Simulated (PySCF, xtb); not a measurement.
C₃H₆BNO, SMILES N1B(C(C1)=C)O. Other conformers were not sampled.

Harmonic wavenumbers (cm⁻¹) from GFN2-xTB in xtb at its own minimum, in rising order: 151, 233, 238, 403, 484, 526, 576, 611, 694, 729, 912, 916, 927, 990, 1045, 1101, 1104, 1181, 1207, 1276, 1408, 1442, 1484, 1754, 2885, 2918, 3062, 3110, 3465, 3623.

### Question
What does PBE-D3(BJ)/def2-SVP (PySCF 2.14.0) give at its own minimum? (An estimate is asked for; the answer gives what the named calculation found.)

### Answer
164, 228, 242, 423, 441, 498, 603, 608, 715, 718, 855, 898, 926, 987, 988, 1099, 1110, 1151, 1209, 1289, 1382, 1426, 1516, 1724, 2922, 2971, 3050, 3146, 3559, 3748. Paired by order, the mean absolute difference is 28 cm⁻¹ and the zero-point energies are 57.8 and 58.0 kcal/mol.
